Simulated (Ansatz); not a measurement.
```yaml
crystal:
  periodic: [false, false, false]
  atoms:
    - {symbol: C, position_ang: [0.149816, 0.638437, -1.058337]}
    - {symbol: C, position_ang: [0.082815, -0.530545, -0.119834]}
    - {symbol: O, position_ang: [0.998161, -0.413506, 1.044979]}
    - {symbol: Al, position_ang: [-0.593602, -0.544989, 1.648643]}
    - {symbol: H, position_ang: [1.142217, 0.700559, -1.521070]}
    - {symbol: H, position_ang: [-0.040888, 1.589939, -0.556124]}
    - {symbol: H, position_ang: [-0.588127, 0.523967, -1.857183]}
    - {symbol: H, position_ang: [0.251850, -1.475049, -0.642912]}
    - {symbol: H, position_ang: [-1.313743, -0.535215, 3.044838]}
basis:
  gaussian: {orbitals: def2-TZVPP}
hamiltonian: {xc: {name: HF}}
correlation: {method: mp2, frozen_orbitals: {C: 0}}
accuracy: high
scf: {lower_state_search: light}
output: {forces: true}
```

```sh
$ ansatz run in.yaml --threads 2 --pin off --events-out ev --progress --plain --max-ram 4352MiB
```

Shortened log:

```
Functional definition: HF
Error: "frozen_orbitals" has no count for O
```

Q: Something in this input is off. What?

A: Frozen orbitals are typed for one element alone, and the program wants a count for each. The program refused the input.
